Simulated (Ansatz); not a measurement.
`[OH][Ga]([F])[Br]` + `CNC` → `C[N](C)[Ga]([F])[Br]` + H₂O at 600 K and 1 bar (ligand exchange at a Ga–O bond).

Computed with Ansatz on PBE0-D4/def2-TZVP structures; ΔE is electronic, products minus reactants. CBS: MP2 limit from def2 TZ/QZ plus the TZ coupled-cluster correction, frozen cores. This one scheme is used for every species. For Br, Ga outer-core shells are correlated without core-valence functions, which leaves a few kJ/mol of doubt a bond. Scalar relativity is left out up to krypton. One conformer a species, not always the lowest.

```
               species  CCSD(T)/CBS energy (Eh)  H − E (kJ/mol)  S (J/(mol·K))
   `[OH][Ga]([F])[Br]`              -4672.95707            87.9          396.3
                 `CNC`               -135.00321           284.6          333.5
`C[N](C)[Ga]([F])[Br]`              -4731.58119           296.0          509.3
                   H₂O                -76.37941            76.8          212.8
```

H − E and S are ideal-gas, rigid-rotor, harmonic terms from PBE0-D4/def2-TZVP, for one conformer and one mirror image of each species. 1 Eh = 2625.50 kJ/mol, R = 8.31446 J/(mol·K).

Q: By hand: ΔE, ΔH, ΔS and ΔG.

A: ΔE = (-4731.58119) + (-76.37941) − (-4672.95707) − (-135.00321) = -0.00032 Eh = -0.8 kJ/mol. Δ(H − E) = 296.0 + 76.8 − 87.9 − 284.6 = 0.3, so ΔH = -0.5 kJ/mol. ΔS = 509.3 + 212.8 − 396.3 − 333.5 = -7.7 J/(mol·K). ΔG = -0.5 − 600 × (-7.7)/1000 = 4.1 kJ/mol.

Q: By hand: the equilibrium constant, and the temperature at which ΔG would vanish if ΔH and ΔS stayed fixed.

A: log₁₀ K = −ΔG/(RT ln 10) = -0.4. ΔG = 0 at ΔH/ΔS = 65 K, though so small a ΔH makes that figure unsure.

TΔS isn't small against ΔH here. The sign of ΔG lies within the doubt. A doubt of 5 kJ/mol in ΔE shifts log₁₀ K by 0.4 here. Other conformers and mirror images would add mixing entropy, several J/(mol·K) or more a flexible species. These are equilibria of isolated gas molecules and say nothing of rates. Largest T1 diagnostic: 0.012 (customary marks: 0.02 for closed shells, 0.045 for open ones).
